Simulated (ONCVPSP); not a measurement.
## What the settings do to the ONCV potential of holmium (Ho)

Base potential:

ONCVPSP 4.0.1 input, shortened (lines: element, Z, core and valence counts, functional; n l f; lmax; l rc ep ncon nbas qcut; lloc lpopt rc5 dvloc0; l nproj debl; icmod fcfact rcfact), PBE, scalar-relativistic:

```
  Ho 67.00    9    5        4      upf
    1    0    2.00
    2    0    2.00
    2    1    6.00
    3    0    2.00
    3    1    6.00
    3    2   10.00
    4    0    2.00
    4    1    6.00
    4    2   10.00
    4    3   11.00
    5    0    2.00
    5    1    6.00
    6    0    1.75
    6    1    0.25
    3
    0    2.15    0.00    4    9    6.10
    1    2.75    0.00    4    8    5.20
    2    2.20    0.37    5    9    5.10
    3    1.35    0.00    3    7   13.00
    3    5    1.35    0.00
    0    2    0.50
    1    3    0.70
    2    2    2.20
    3    0    3.00
    0    0.00    0.00
```

In the d channel the program set the typed energies aside and used 0.050, 2.250 Ha.

Cutoffs, loose and tight: the cutoffs (Ha) at which the residual kinetic energy of the hardest occupied pseudo-wave falls to 1 and 0.1 mHa per electron. They do not see the model core or the augmentation charge, which bear on the density cutoff. Test errors are all-electron minus pseudo excitation energies from the reference, over the configurations 4f11 5s2 5p6 6s2 6p0; 4f11 5s2 5p6 6s1 6p0; 4f11 5s2 5p6 6s0 6p0; 4f11 5s2 5p6 5d1 6s1 6p0. A dash means not determined; rows that change the core or the reference have their own tests.

A true bound ghost makes a file unfit for plane-wave use even where its test errors are small: the radial tests pick states by their node count and pass the ghost by.

```csv
change,outcome,"cutoff, loose","cutoff, tight",bound ghosts,GHOST(+) flags above zero,largest test error (meV)
base,"generated, projector energies reset by the program",71 Ha,78 Ha,"s, p",d,tests left out (the all-electron energies of this program are off by 10 to 40 meV for near-neutral 4f atoms)
f: qcut 8.6,"generated, projector energies reset by the program",–,–,s,"p, d",tests left out (the all-electron energies of this program are off by 10 to 40 meV for near-neutral 4f atoms)
functional PBEsol,"generated, projector energies reset by the program",71 Ha,78 Ha,"s, p",d,tests left out (the all-electron energies of this program are off by 10 to 40 meV for near-neutral 4f atoms)
"all radii scaled by about 1.07 (s 2.30, p 2.94, d 2.36, f 1.44 bohr)","generated, projector energies reset by the program",68 Ha,75 Ha,"s, p","p, d",tests left out (the all-electron energies of this program are off by 10 to 40 meV for near-neutral 4f atoms)
```
